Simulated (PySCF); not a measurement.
Input file for PySCF: R-HF/STO-3G on ClFSn (SMILES [F][Sn][Cl]), a point of a bond scan (R = 2.927 Å).

```python
from pyscf import gto, scf, dft, mp
from pyscf.data.elements import chemcore

mol = gto.M(
    atom='''
    Sn    0.19089247    0.14887198    0.49762971
    F     1.26542577    2.05977707   -1.44180248
    Cl   -1.04175619   -1.19111043   -1.04256235
    ''',
    basis='sto-3g',
    charge=0, spin=0, verbose=3, max_memory=1800)
mf = scf.RHF(mol)
mf.conv_tol = 1e-8
mf.max_cycle = 100
mf.kernel()
if not mf.converged:
    mf = mf.newton().run(mf.mo_coeff, mf.mo_occ)
```

The log:

```
converged SCF energy = -6515.7660157233
```

Self-consistency was reached.

Cost: about 0.6 core-seconds (a rough figure).
